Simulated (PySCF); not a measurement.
A calculated (UHF, PySCF 2.14, aug-cc-pVQZ-DK, scalar relativity by spin-free X2C-1e) atom or ion has these occupied shells.

```
shell  electrons  orbital energy (eV)  rms radius, mean of both spins (bohr)
 1s α          1              -1596.3                                  0.139
 1s β          1              -1595.9                                  0.139
 2s α          1              -135.38                                  0.676
 2s β          1              -134.56                                  0.676
 2p α          3              -88.900                                  0.673
 2p β          3              -88.263                                  0.673
 3s α          1              -14.210                                   2.73
 3p α          2               -7.121                                   3.42
```

Task: Name the element and its charge.

Result: Al (aluminium, neutral), in [Ne] 3s1 3p2, high-spin 4P determinant (an excited configuration).
